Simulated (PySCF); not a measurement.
## Predicted spectroscopic data

- NMR shieldings at PBE0/pcSseg-1/GIAO
- geometry from GFN2-xTB
- program: PySCF
- one conformer, non-relativistic, fast rotation and ring inversion assumed for equivalent nuclei, no solvent model

Referencing at the same level of theory: $^{1}$H and $^{13}$C against TMS. Splittings of carbon signals by F and P are missing where no couplings were computed. Where no couplings were computed, multiplicities follow the n + 1 count of equivalent neighbours, and m marks all less simple cases (inequivalent or close neighbours, rings, F or P nearby). Shifts are as computed. Against solution values, carbons near 30 ppm lie about +3 ppm off and those near 130 ppm about +5 ppm. Of 1211 compounds with measured shifts, 218 miss one by over three times the rms of a fit or turn the order of signals round; such compounds aren't used in these exercises.

**1.** SMILES FC(F)(F)P1CCCCC1, C₆H₁₀F₃P. $^{1}$H NMR (500 MHz, computed): δ 2.00 (m, 4H), 1.77 (m, 4H), 1.47 (m, 2H). $^{13}$C{$^{1}$H} NMR (computed): δ 142.0 (C), 31.5 (CH2), 27.2 (CH2), 25.3 (CH2).

**2.** SMILES CC1=C(F)[C@H](C=C)N(C)C1, C₈H₁₂FN. $^{1}$H NMR (500 MHz, computed): δ 6.03 (m, 1H), 5.45 (m, 1H), 5.40 (m, 1H), 3.84 (m, 1H), 3.66 (m, 1H), 3.17 (m, 1H), 2.41 (s, 3H), 1.78 (s, 3H). $^{13}$C{$^{1}$H} NMR (computed): δ 163.9 (C), 150.5 (CH), 123.5 (CH2), 116.7 (C), 77.7 (CH), 65.5 (CH2), 41.8 (CH3), 11.5 (CH3).

**3.** SMILES CO[C@@]12CCC[C@@H]1O2, C₆H₁₀O₂. $^{1}$H NMR (500 MHz, computed): δ 3.60 (s, 3H), 3.11 (m, 1H), 2.18 (m, 1H), 1.72 (m, 1H), 1.63 (m, 1H), 1.51 (m, 1H), 1.48 (m, 1H), 1.44 (m, 1H). $^{13}$C{$^{1}$H} NMR (computed): δ 90.0 (C), 62.9 (CH), 55.8 (CH3), 29.3 (CH2), 28.8 (CH2), 23.5 (CH2).
